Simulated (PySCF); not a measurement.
The dipole of `C[C@@H]1CCN([SiH3])C1` from its density and from atomic charges.

Coordinates (GFN2-xTB, Å) and charges (e) from the PBE0/pcSseg-1 density (PySCF):

```
atom       x       y       z  Mulliken      IAO  Hirshfeld  ESP-fitted
  C1  -1.706   1.333   0.067   -0.1997  -0.4180    -0.1223     -0.4382
  C2  -1.248   0.092  -0.690   -0.3351  -0.1026    -0.0221     +0.3352
  C3  -1.206  -1.144   0.225   -0.2032  -0.2726    -0.0698     -0.3355
  C4   0.268  -1.270   0.656   +0.0597  -0.1528    -0.0238     +0.1410
  N5   0.943  -0.131   0.077   -0.8113  -0.5206    -0.1741     -0.2056
 Si6   2.542   0.340   0.449   +0.6442  +0.7431    +0.3388     +0.4001
  C7   0.218   0.229  -1.115   +0.0682  -0.1474    -0.0264     -0.2288
  H8  -1.693   2.204  -0.585   +0.1110  +0.1353    +0.0377     +0.1012
  H9  -1.039   1.518   0.906   +0.1143  +0.1411    +0.0355     +0.0982
 H10  -2.718   1.201   0.443   +0.1135  +0.1360    +0.0378     +0.1050
 H11  -1.898  -0.072  -1.553   +0.1076  +0.1292    +0.0370     -0.0211
 H12  -1.864  -1.019   1.083   +0.1202  +0.1367    +0.0401     +0.1030
 H13  -1.521  -2.036  -0.317   +0.1211  +0.1369    +0.0376     +0.0814
 H14   0.691  -2.215   0.285   +0.1069  +0.1115    +0.0267     +0.0063
 H15   0.392  -1.255   1.740   +0.1182  +0.1359    +0.0380     +0.0175
 H16   3.602  -0.472  -0.179   -0.1206  -0.1647    -0.0948     -0.1224
 H17   2.660   0.216   1.903   -0.1177  -0.1355    -0.0821     -0.1128
 H18   2.656   1.719  -0.024   -0.1180  -0.1332    -0.0807     -0.0961
 H19   0.438  -0.462  -1.945   +0.1056  +0.1065    +0.0259     +0.0709
 H20   0.480   1.239  -1.429   +0.1152  +0.1353    +0.0414     +0.1007
```

Q: What dipole does each set of charges give (1 e·Å = 4.803 D), and what does the density give?

A: The full density gives (-0.91, -0.38, -0.33) D, 1.04 D in size; dipole vectors point from the negative to the positive end.

```json
{"scheme": "Mulliken", "μx": "-0.77", "μy": "-0.40", "μz": "0.20", "size (D)": "0.89", "share of the full size (%)": "86", "angle to the full dipole (°)": "32"}
{"scheme": "IAO", "μx": "-0.12", "μy": "-0.02", "μz": "-0.02", "size (D)": "0.12", "share of the full size (%)": "12", "angle to the full dipole (°)": "13"}
{"scheme": "Hirshfeld", "μx": "-0.53", "μy": "-0.19", "μz": "-0.14", "size (D)": "0.58", "share of the full size (%)": "56", "angle to the full dipole (°)": "5"}
{"scheme": "ESP-fitted", "μx": "-0.94", "μy": "-0.41", "μz": "-0.33", "size (D)": "1.08", "share of the full size (%)": "103", "angle to the full dipole (°)": "1"}
```

Q: Which set comes closest?

A: Length of the difference vector: ESP-fitted 0.04 D, Hirshfeld 0.47 D, Mulliken 0.55 D, IAO 0.92 D. Closest: ESP-fitted. The schemes that divide the density aren't constrained to reproduce the dipole.

Q: What is left for the Hirshfeld atoms' own dipoles?

A: The Hirshfeld atoms' densities add up to the full density, so μ = Σ q r + Σ (atomic dipoles). The atomic dipoles sum to (-0.91, -0.38, -0.33) − (-0.53, -0.19, -0.14) = (-0.38, -0.19, -0.19) D, 0.47 D in size.

Q: With the origin at the mean of the coordinates, (0.000, 0.001, 0.000) Å, which are the largest single terms, by size, of the IAO dipole along the direction of the full one?

A: Si6 -8.89, H16 +2.31, N5 +2.00, C1 -1.97, H17 +1.96 D; all 20 atoms together +0.12 D. The single terms depend on the origin, their sum doesn't.

Q: Give the size of the full dipole in other units.

A: 1.04 D = 0.409 au = 0.216 e·Å = 3.47 × 10⁻³⁰ C·m.

Geometry: GFN2-xTB, one conformer, isolated molecule.
